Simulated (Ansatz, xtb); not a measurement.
# C3H7BrSi: which of two isomers lies lower

We compare a, `[SiH3]C1(Br)CC1`, a singlet, with b, `[SiH3][C@@H]1C[C@H]1Br`, a singlet. Both are isolated molecules in the gas phase, relaxed with PBE-D3(BJ)/def2-SVP.

a (Å):

```tsv
atom	x (Å)	y (Å)	z (Å)
C	0.7070	0.2777	-0.3965
C	1.0641	-0.8184	0.5849
C	0.5799	-1.1766	-0.7975
Br	2.1887	1.2876	-1.1773
Si	-0.8037	1.3807	-0.1534
H	-1.2690	1.9268	-1.4728
H	-1.8944	0.5311	0.4495
H	-0.4797	2.5120	0.7797
H	2.1328	-0.9629	0.8062
H	0.3959	-0.9713	1.4490
H	1.3200	-1.5643	-1.5144
H	-0.4359	-1.5867	-0.9258
```

b (Å):

```yaml
atoms:
  - { symbol: C, position_ang: [0.4965, -0.4195, -0.0403] }
  - { symbol: C, position_ang: [1.4025, 0.3376, -1.0093] }
  - { symbol: C, position_ang: [0.0966, -0.2195, -1.4832] }
  - { symbol: Br, position_ang: [0.0733, -1.7289, -2.6907] }
  - { symbol: Si, position_ang: [-0.4436, 0.4593, 1.3330] }
  - { symbol: H, position_ang: [-0.8640, 1.8143, 0.8263] }
  - { symbol: H, position_ang: [-1.6683, -0.3184, 1.7314] }
  - { symbol: H, position_ang: [0.4308, 0.6427, 2.5443] }
  - { symbol: H, position_ang: [0.8411, -1.4398, 0.2023] }
  - { symbol: H, position_ang: [1.4916, 1.4337, -0.9238] }
  - { symbol: H, position_ang: [2.3224, -0.1707, -1.3369] }
  - { symbol: H, position_ang: [-0.7271, 0.4685, -1.7296] }
```

Quicker runs give these differences E(b) − E(a): GFN2-xTB +0.84 kJ/mol; HF/STO-3G −6.27 kJ/mol (at GFN2-xTB geometries); r2SCAN-D4/def2-SVP +1.71 kJ/mol (at GFN2-xTB geometries).

Estimate E(b) − E(a) at the level CCSD(T)/def2-SVP + ΔMP2/def2-TZVPP.

Too close to call at this level: CCSD(T)/def2-SVP + ΔMP2/def2-TZVPP gives E(b) − E(a) = +2.89 kJ/mol.

The same difference at several levels:

| level | geometry | E(b) − E(a) (kJ/mol) | departure from the last row (kJ/mol) | job, with rough time for the two |
| --- | --- | --- | --- | --- |
| GFN2-xTB | GFN2-xTB | +0.84 | −2.05 | optimisation, 0.31 s |
| HF/STO-3G | GFN2-xTB | −6.27 | −9.16 | single point, 0.88 s |
| r2SCAN-D4/def2-SVP | GFN2-xTB | +1.71 | −1.18 | single point, 6.1 s |
| PBE-D3(BJ)/def2-SVP | PBE-D3(BJ)/def2-SVP | +1.21 | −1.68 | optimisation, 37 s |
| HF/def2-SVP | PBE-D3(BJ)/def2-SVP | −0.38 | −3.27 | part of the CCSD(T) run |
| MP2/def2-SVP | PBE-D3(BJ)/def2-SVP | +3.74 | +0.85 | part of the CCSD(T) run |
| CCSD(T)/def2-SVP | PBE-D3(BJ)/def2-SVP | +3.19 | +0.30 | single point |
| CCSD(T)/def2-SVP + ΔMP2/def2-TZVPP | PBE-D3(BJ)/def2-SVP | +2.89 |  | single point, 81 s |

As drawn, both hold the same kinds of bond in the same numbers.

The largest departure from CCSD(T)/def2-SVP + ΔMP2/def2-TZVPP is that of HF/STO-3G, 9.16 kJ/mol. The last row adds to CCSD(T) the change of the MP2 difference between the two basis sets, here −0.30 kJ/mol.

With thermal terms from frequencies at re-optimised GFN2-xTB minima (ideal gas, soft modes damped towards free rotors, one conformer each, 298.15 K, 1 atm): on the last row, ΔE + ΔZPE = +2.96, ΔH = +2.86, ΔG = +1.91 kJ/mol.

The correlated steps freeze 17 core orbitals; the filled d shell of Br is correlated, in a basis made for valence electrons. Mirror images aren't counted in ΔG. Codes used: Ansatz 0.2.0, xtb 6.7.1; the last row on 2 threads of Intel(R) Xeon(R) Platinum 8259CL CPU @ 2.50GHz (Skylake/Cascade Lake) on a shared host.
